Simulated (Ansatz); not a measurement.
`BrB1CC1`, 8 atoms. Total charge 0; spin multiplicity 1. Correlated methods include outer-core shells of Br, which these sets cover unevenly. Scalar relativity is left out up to krypton. All runs use 2 threads of an Arm Neoverse V1 on a shared host. Correlated methods freeze the cores.

(1) Give the basis size and wall time and peak host memory of each of these runs in Ansatz. RKS PBE0-D4/def2-TZVPP energy; RKS PBE0-D4/def2-SVP energy; RKS ωB97M-V/def2-SVP energy; RKS B97M-V/def2-TZVPP energy; RKS PBE0-D4/def2-TZVP relaxation (6 steps); RKS PBE0-D4/def2-TZVP frequencies; RKS PBE0-D4/def2-QZVPP energy; direct RPA on PBE orbitals/def2-TZVPP energy; RKS ωB97M-V/def2-QZVPP energy; RHF-CCSD(T)/def2-TZVPP energy; RHF-MP2/def2-QZVPP energy; RKS PBE-D4/def2-TZVPP energy and forces. (Estimate.)

## Answers

(1) Computed: Other jobs shared the machine, so times are rough.

```
                                level                   job  functions  wall time  peak host memory (GiB)
                 RKS PBE0-D4/def2-SVP                energy         94      1.4 s                    0.44
                RKS PBE-D4/def2-TZVPP     energy and forces        197      2.9 s                    0.21
               RKS PBE0-D4/def2-TZVPP                energy        197      3.5 s                    0.41
direct RPA on PBE orbitals/def2-TZVPP                energy        197      6.5 s                    0.44
                 RKS ωB97M-V/def2-SVP                energy         94      6.5 s                    0.44
               RKS PBE0-D4/def2-QZVPP                energy        380       10 s                       1
                RKS B97M-V/def2-TZVPP                energy        197       12 s                    0.28
               RKS ωB97M-V/def2-QZVPP                energy        380       25 s                     1.2
                   RHF-MP2/def2-QZVPP                energy        380       25 s                     1.8
                RKS PBE0-D4/def2-TZVP  relaxation (6 steps)        165       28 s                    0.37
               RHF-CCSD(T)/def2-TZVPP                energy        197      110 s                     2.4
                RKS PBE0-D4/def2-TZVP           frequencies        165    2.3 min                    0.44
```
